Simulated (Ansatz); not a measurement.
This geometry of FH + H4OSn (8 atoms, charge 0, multiplicity 1) is a first-order saddle point.

Method: Ansatz 0.2.0, RKS PBE/def2-mTZVP.

```xyz
8
Properties=species:S:1:pos:R:3
Sn -0.042 -0.753 0.476
O 0.789 0.906 -0.722
H -1.528 -1.417 -0.073
H 1.250 -1.788 -0.072
H 0.177 -0.378 2.132
H -0.191 1.404 -0.385
F -1.204 1.294 0.326
H 0.750 0.732 -1.682
```

Q: Which two structures does it join? (They come from a converged band through this point; their orientation in space is the band's.)

A: Bonds broken: Sn1–O2, H6–F7. Bonds formed: Sn1–F7, O2–H6. FH + H4OSn becomes FH3Sn + H2O.

Image 0:

```xyz
8
Properties=species:S:1:pos:R:3
Sn 0.185 -1.022 0.398
O 0.655 0.713 -0.584
H -1.366 -1.530 -0.146
H 1.427 -2.138 -0.027
H 0.240 -0.516 2.031
H -0.506 1.722 -0.223
F -1.303 2.181 0.104
H 0.668 0.591 -1.552
```

Image 6:

```xyz
8
Properties=species:S:1:pos:R:3
Sn -0.441 -0.980 0.533
O 1.102 1.436 -0.452
H -1.747 -2.032 0.939
H 0.534 -1.624 -0.724
H 0.371 -0.374 1.914
H 0.146 1.607 -0.607
F -1.452 0.552 -0.255
H 1.487 1.415 -1.348
```

Q: How far does it lie above each of them?

A: 0.31 eV above the first and 0.55 eV above the second. This is the barrier of this one path; another mechanism may lie lower. The orbitals stay closed-shell, which can raise the energy where a bond breaks towards radicals; this wasn't checked here.

Run time: 95 s on 2 threads of Arm Neoverse V1, on a shared host, peak memory 0.16 GiB.
